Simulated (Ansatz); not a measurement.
C₂H₃AlS₂, SMILES `C=[C]1[AlH][S]S1`. Charge 0, multiplicity 1.

| atom | x (Å) | y (Å) | z (Å) |
| --- | --- | --- | --- |
| C1 | 0.907 | 0.758 | -1.069 |
| C2 | 0.237 | 0.268 | -0.026 |
| Al3 | -1.054 | -1.115 | 0.390 |
| S4 | -0.988 | -0.470 | 2.473 |
| S5 | 0.388 | 0.893 | 1.627 |
| H6 | 0.768 | 0.328 | -2.055 |
| H7 | 1.606 | 1.588 | -0.996 |
| H8 | -1.863 | -2.251 | -0.344 |

Q: What are the harmonic wavenumbers in cm⁻¹ at PBE0-D4/def2-TZVP (Ansatz, finite differences of forces, unscaled)? (Estimate.)

A: Computed: 96, 264, 283, 323, 460, 475, 507, 551, 604, 677, 709, 929, 1094, 1431, 1654, 1965, 3133, 3220.

Q: Is this a minimum?

A: Yes, all 18 modes are real.

Q: Give the ideal-gas thermochemistry at 298.15 K and 1 bar (rigid rotor, harmonic oscillator; point group Cs, symmetry number 1).

A: Zero-point energy 109.9 kJ/mol; H(298) − E = 128.8 kJ/mol; entropy 333.0 J/(mol·K), of which translation 168.4, rotation 114.7, vibration 49.9; G(298) − E = 29.5 kJ/mol. Modes under 100 cm⁻¹ are hindered rotations or soft bends, so the harmonic entropy is rough.

Q: And at 400, 500, 600, 800 and 1000 K?

A: 
```json
{"T (K)": "400", "H − E (kJ/mol)": "139.7", "S (J/mol/K)": "364.3", "G − E (kJ/mol)": "-6.0"}
{"T (K)": "500", "H − E (kJ/mol)": "151.7", "S (J/mol/K)": "391.0", "G − E (kJ/mol)": "-43.8"}
{"T (K)": "600", "H − E (kJ/mol)": "164.7", "S (J/mol/K)": "414.7", "G − E (kJ/mol)": "-84.1"}
{"T (K)": "800", "H − E (kJ/mol)": "192.8", "S (J/mol/K)": "455.0", "G − E (kJ/mol)": "-171.2"}
{"T (K)": "1000", "H − E (kJ/mol)": "222.9", "S (J/mol/K)": "488.5", "G − E (kJ/mol)": "-265.7"}
```
